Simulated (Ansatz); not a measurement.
A made-up structure of AlH$_{2}$Se, doublet:

```xyz
4
angstrom
Al -0.5358 -0.8512 0.2011
Se 0.6829 1.0830 -0.2552
H 0.2362 -1.8975 1.1341
H -1.9153 -0.3030 -0.1256
```

It is relaxed with PBE-D4/def2-SVP and then PBE0-D4/def2-TZVP (Ansatz 0.2.0). Atoms count as bonded within 1.22 times the sum of their covalent radii (H–H: 0.88 Å). The end point is not checked to be a true minimum.

**Question.** Does its bonding change? (A judgement: the text doesn't fix the answer.)

**Answer.** The calculation gives: No: no bond forms or breaks.

Where it ends: The first stage lowers the energy by 0.30 eV in 5 steps. It ends as AlH₂Se ([AlH2][Se]):
```csv
atom,x (Å),y (Å),z (Å)
Al1,-0.5076,-0.6523,0.2897
Se2,0.8629,1.1080,-0.2715
H3,0.1492,-1.8821,1.0363
H4,-2.0364,-0.5424,-0.1000
```

Labels in which every atom is bracketed show which atoms are joined, not bond orders.

For scale, one of the runs: PBE0-D4/def2-TZVP relaxation, 97 basis functions, launched by `ansatz run in.yaml --threads 2 --pin off --events-out ev --progress --plain --max-ram 4352MiB`. Hardware: 2 CPU threads of an Arm Neoverse V1, shared host. Wall time about 16 s.
